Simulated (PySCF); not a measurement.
**Correlation energy of Br (bromine, neutral)**

[Ar] 3d10 4s2 4p5, 2P determinant. Calculation: PySCF 2.14, in x2c-QZVPPall; scalar relativity by spin-free X2C-1e. Frozen: [Ar] 3d10; 7 electrons correlated.

```
  level  correlation energy (mhartree)
   CCSD                        -167.63
    (T)                          -5.64
CCSD(T)                        -173.27
```

Diagnostics: T1 = 0.0066, D1 = 0.0207, largest double amplitude 0.045.

Is a single reference adequate?

Yes, within this model without spin-orbit coupling: T1 lies below 0.03 and no double amplitude reaches 0.07.
